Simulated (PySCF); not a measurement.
MAl cations for M along group 15

r²SCAN with double-zeta basis sets in PySCF, for the lowest determinant that a PBE0 search found; no spin–orbit coupling. De refers to high-spin ground-configuration atoms (the charge goes to the atom of lower measured ionisation energy or higher electron affinity, which is not always the lowest computed limit). A positive dipole points towards Al; it is taken about the centre of mass and depends on that origin.

```
 M                        basis  charged atom  state (unpaired electrons)  Re (Å)  ωe (cm⁻¹)  De (eV)  μ (D)
 N  aug-cc-pV(D+d)Z/aug-cc-pVDZ           Al+         quartet (σ ↑, π ↑↑)   2.073        350     0.47   2.79
 P                    def2-SVPD           Al+         quartet (σ ↑, π ↑↑)   2.451        289     0.95   3.27
As                      pcseg-1           Al+         quartet (σ ↑, π ↑↑)   2.545        241     0.92   5.55
Sb                    def2-SVPD           Al+         quartet (σ ↑, π ↑↑)   2.766        205     1.02   5.71
Bi       cc-pV(D+d)Z/cc-pVDZ-PP           Al+         quartet (σ ↑, π ↑↑)   2.861        185      n/a   6.47
```

The shortest bond is that of AlN⁺ (2.073 Å), the longest that of AlBi⁺ (2.861 Å).

The rows differ in basis set, which adds steps of its own.

Down a group the atoms grow and get heavier, so bonds lengthen and wavenumbers fall; this series shows no clear exception.

Weak bonds: AlN⁺. Basis-set superposition, not corrected here, can be much of De in a small basis, most of all at correlated wavefunction levels. Spin–orbit coupling is left out, which matters for elements this heavy, above all for dissociation energies. For an ion De counts to the pair picked by the measured ionisation energies or electron affinities, which need not be the lowest pair at this level. States were picked by a PBE0 search and need not be the measured ground states.
